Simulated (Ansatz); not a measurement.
`O[SiH](O)[CH2][GeH3]` + `CO[SiH](O)F` → `CO[SiH](F)[O][GeH3]` + `C[SiH](O)O`  (ligand exchange at a Ge–C bond)

Isolated molecules relaxed with PBE0-D4/def2-TZVP in Ansatz; ΔE leaves out vibrations. CBS: MP2 limit from def2 TZ/QZ plus the TZ coupled-cluster correction, frozen cores. Functionals use def2-TZVPP. For Ge outer-core shells are correlated without core-valence functions, which leaves a few kJ/mol of doubt a bond. Scalar relativity is left out up to krypton. One conformer a species, not always the lowest.

```tsv
level	ΔE (kJ/mol)
B2PLYP	-53.9
CCSD/def2-TZVPP	-50.2
```

(1) What does CCSD(T)/CBS give? (An estimate is asked.)

Largest T1 diagnostic among the species: 0.012.

Results:

(1) Computed: -45.2 kJ/mol. The listed levels differ from it by -8.7, -5.0 kJ/mol.

In def2-TZVPP, CCSD(T) changes the Hartree–Fock value by +21.7 kJ/mol (the triples alone add +2.2 kJ/mol) and MP2 by +23.3 kJ/mol.
